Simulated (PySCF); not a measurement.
Telling isomers of C8H9NSi apart by NMR

PySCF 2.14.0 with density-fitted response routines calculation with GIAO PBE0/pcSseg-1 shieldings and geometry from GFN2-xTB; no solvent, one averaged value for each set of equivalent atoms, relativity neglected, one computed conformer.

Shifts are taken against calculated references (same method and geometry level): ¹H (σ = 31.72 ppm), ¹³C (σ = 186.93 ppm) vs TMS. Where no couplings were computed, multiplicities follow the n + 1 count of equivalent neighbours, and m marks all less simple cases (inequivalent or close neighbours, rings, F or P nearby). Shifts are as computed. Against solution values, carbons near 30 ppm lie about +3 ppm off and those near 130 ppm about +5 ppm. Of 1309 compounds with measured shifts, 239 miss one by over three times the rms of a fit or turn the order of signals round; such compounds aren't used in these exercises. OH and NH positions are gas-phase values without hydrogen bonding to other molecules.

(1) Tabulate the signals of `C#Cc1ccc(N[SiH3])cc1`, `C=C(C#CC)/C=C\[SiH2]C#N`, `C#C[Si@@H]1CC=C(C#N)CC1` and their relative energies.

(2) What is the quickest way to tell C#Cc1ccc(N[SiH3])cc1 from C=C(C#CC)/C=C\[SiH2]C#N?

(3) What is the quickest way to tell C#Cc1ccc(N[SiH3])cc1 from C#C[Si@@H]1CC=C(C#N)CC1?

(4) What is the quickest way to tell C=C(C#CC)/C=C\[SiH2]C#N from C#C[Si@@H]1CC=C(C#N)CC1?

Answers

(1) 
| SMILES | carbon types | δC | δH | E rel. (kcal/mol) |
| --- | --- | --- | --- | --- |
| C#Cc1ccc(N[SiH3])cc1 | 3×C 5×CH | 152.4, 141.2, 118.1, 115.7, 89.5, 84.4 | 7.74 (d, 2H), 6.72 (d, 2H), 4.81 (s, 3H), 3.24 (br s, 1H), 2.66 (s, 1H) | 0.0 |
| C=C(C#CC)/C=C\[SiH2]C#N | 4×C 2×CH 1×CH2 1×CH3 | 160.7, 140.8, 138.8, 126.2, 121.2, 112.1, 86.8, 7.2 | 7.18 (d, 1H), 6.25 (br s, 1H), 5.99 (br s, 1H), 5.81 (m, 1H), 4.87 (d, 2H), 2.46 (s, 3H) | 38.9 |
| C#C[Si@@H]1CC=C(C#N)CC1 | 3×C 2×CH 3×CH2 | 154.3, 124.9, 123.9, 105.2, 88.1, 28.9, 18.0, 12.0 | 7.08 (m, 1H), 4.39 (m, 1H), 2.78 (m, 1H), 2.24 (m, 1H), 2.14 (m, 1H), 2.00 (d, 1H), 1.70 (m, 1H), 1.13 (m, 1H), 0.90 (m, 1H) | 16.5 |

Energies are electronic energies at PBE0/pcSseg-1 on these geometries, without zero-point or thermal terms, each for the one conformer computed, which needn't be the lowest.

(2) Count the carbon signals: 6 against 8. The first has a terminal alkyne carbon (CH) at 84.4 ppm, the second a terminal =CH2 carbon at 140.8 ppm. Their most deshielded carbons lie at 152.4 and 160.7 ppm. In the proton spectra the most deshielded non-exchanging signals are 7.74 (d, 2H) and 7.18 (d, 1H).

(3) Count the carbon signals: 6 against 8. The first has an aromatic carbon bearing nitrogen (C) at 152.4 ppm, the second an allylic sp3 CH2 at 28.9 ppm. Their most deshielded carbons lie at 152.4 and 154.3 ppm. In the proton spectra the most deshielded non-exchanging signals are 7.74 (d, 2H) and 7.08 (m, 1H).

(4) Both give the same number of carbon signals, but DEPT or the intensities differ. The first has a terminal =CH2 carbon at 140.8 ppm, the second an allylic sp3 CH2 at 28.9 ppm. Their most deshielded carbons lie at 160.7 and 154.3 ppm.
